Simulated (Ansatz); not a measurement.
Ansatz (a program for electronic structure) input:

Ansatz 0.2 input:
```yaml
crystal:
  periodic: [false, false, false]
  atoms:
    - {symbol: Be, position_ang: [-0.90991514, -0.52635867, -0.69382244]}
    - {symbol: C, position_ang: [0.30786388, 0.17809004, 0.23475032]}
    - {symbol: H, position_ang: [0.86726306, -0.57499595, 0.80022571]}
    - {symbol: H, position_ang: [-0.10131557, 0.89286335, 0.95689965]}
    - {symbol: H, position_ang: [1.02652982, 0.71902706, -0.39033749]}
basis:
  gaussian:
    orbitals: def2-TZVP
hamiltonian:
  xc: {name: SVWN5}
magnetization: {spin_polarized: true, initial_magnetization: 1}
relax: {f_tol: 0.003, max_steps: 100}
```

Q: Predict the final energy.

A: -53.99776 Eh (SVWN5/def2-TZVP). The basis has 68 functions.

It need not be the lowest isomer of its formula.
